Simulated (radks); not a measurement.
All-electron atom: Os XLIV in [Ar] 3d10 4s2 4p3. All-electron calculation, scalar-relativistic Kohn-Sham, LDA (Slater exchange, VWN5 correlation), spin-polarised, spherical densities, finite nucleus; open shells are filled with parallel spins first (spin-orbit coupling, left out, can overturn this in heavy ions); Fermi nuclear charge, rms radius 5.4126 fm. Program: a radial shooting solver on a logarithmic mesh with Libxc functionals.

Normalised radial functions P(r) = r R(r), r in bohr:

| r | 4s down | 4p up |
|---|---|---|
| 0.001362 | 0.2422 | 0.0101 |
| 0.001535 | 0.2635 | 0.0124 |
| 0.001731 | 0.2862 | 0.0151 |
| 0.001952 | 0.3100 | 0.0184 |
| 0.0022 | 0.3348 | 0.0224 |
| 0.002461 | 0.3588 | 0.0270 |
| 0.002775 | 0.3851 | 0.0329 |
| 0.003129 | 0.4116 | 0.0401 |
| 0.003528 | 0.4379 | 0.0488 |
| 0.003977 | 0.4632 | 0.0593 |
| 0.004485 | 0.4869 | 0.0719 |
| 0.005056 | 0.5080 | 0.0872 |
| 0.005701 | 0.5253 | 0.1054 |
| 0.006428 | 0.5374 | 0.1271 |
| 0.007247 | 0.5427 | 0.1528 |
| 0.008171 | 0.5394 | 0.1831 |
| 0.009213 | 0.5257 | 0.2186 |
| 0.01039 | 0.4992 | 0.2595 |
| 0.01171 | 0.4581 | 0.3065 |
| 0.01321 | 0.4003 | 0.3595 |
| 0.01489 | 0.3243 | 0.4185 |
| 0.01679 | 0.2290 | 0.4827 |
| 0.01893 | 0.1145 | 0.5509 |
| 0.02134 | -0.0176 | 0.6208 |
| 0.02406 | -0.1642 | 0.6894 |
| 0.02713 | -0.3196 | 0.7520 |
| 0.03035 | -0.4652 | 0.8000 |
| 0.03421 | -0.6116 | 0.8335 |
| 0.03858 | -0.7344 | 0.8402 |
| 0.04349 | -0.8180 | 0.8110 |
| 0.04904 | -0.8458 | 0.7373 |
| 0.05529 | -0.8026 | 0.6116 |
| 0.06234 | -0.6772 | 0.4301 |
| 0.07029 | -0.4658 | 0.1942 |
| 0.07925 | -0.1758 | -0.0870 |
| 0.08936 | 0.1712 | -0.3945 |
| 0.1007 | 0.5384 | -0.6993 |
| 0.1136 | 0.8754 | -0.9630 |
| 0.1281 | 1.1231 | -1.1417 |
| 0.1444 | 1.2237 | -1.1921 |
| 0.1628 | 1.1329 | -1.0809 |
| 0.1836 | 0.8337 | -0.7945 |
| 0.207 | 0.3469 | -0.3478 |
| 0.2334 | -0.2651 | 0.2115 |
| 0.2631 | -0.9055 | 0.8063 |
| 0.2967 | -1.4618 | 1.3424 |
| 0.3345 | -1.8340 | 1.7291 |
| 0.3741 | -1.9617 | 1.8983 |
| 0.4218 | -1.8605 | 1.8564 |
| 0.4756 | -1.5665 | 1.6171 |
| 0.5363 | -1.1722 | 1.2564 |
| 0.6046 | -0.7761 | 0.8671 |
| 0.6817 | -0.4509 | 0.5275 |
| 0.7686 | -0.2273 | 0.2798 |
| 0.8667 | -0.0981 | 0.1277 |
| 0.9771 | -0.0356 | 0.0494 |
| 1.102 | -0.0107 | 0.0159 |
| 1.242 | -0.0026 | 0.0041 |

4s down: eigenvalue -2352.9 eV, 3 radial nodes at r = 0.0210, 0.0844, 0.222 bohr, <r> = 0.383 bohr, 90 % of the charge inside 0.541 bohr. 4p up: eigenvalue -2183.4 eV, 2 radial nodes at r = 0.0765, 0.223 bohr, <r> = 0.393 bohr, 90 % of the charge inside 0.560 bohr.
